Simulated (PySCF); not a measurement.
**How methods differ on the ionisation energy of Rh(12+)**

Rh(12+) [Ar] 3d10 4s2 4p3 [4p1/2^2 4p3/2^1, M_J = 3/2] → Rh(13+) [Ar] 3d10 4s2 4p2 [4p1/2^2, M_J = 0], as a difference of total energies. All numbers are calculated (PySCF 2.14, the two-component X2C-1e Hamiltonian, in an uncontracted even-tempered set (18 s from 0.5 bohr⁻², ratio 2.8; 14 p from 0.65 bohr⁻², ratio 2.8; 9 d from 1.1 bohr⁻², ratio 2.8; 4 f from 4.4 bohr⁻², ratio 3)). Correlated levels: [Ne] frozen; the 76 highest virtual spinors dropped. "Screened" scales the spin-orbit matrix elements by Boettger's factors to mimic the two-electron term; Breit and QED terms are absent.

| method | ionisation energy (eV) |
| --- | --- |
| GHF (screened spin-orbit) | 278.17 |
| GMP2 (screened spin-orbit) | 278.57 |

How much does correlation contribute at GMP2 (screened spin-orbit)?

278.57 − (278.17) = 0.40 eV, measured against GHF (screened spin-orbit).

The labels give the starting determinants; with spin-orbit coupling the two ends relaxed to ⟨J²⟩ = 3.77, ⟨L²⟩ = 0.48, ⟨S²⟩ = 3.17 and ⟨J²⟩ = 0.08, ⟨L²⟩ = 1.39, ⟨S²⟩ = 1.39.

For comparison: 277 ± 3 eV (theoretical estimate listed by NIST; NIST Atomic Spectra Database, ionization energies).
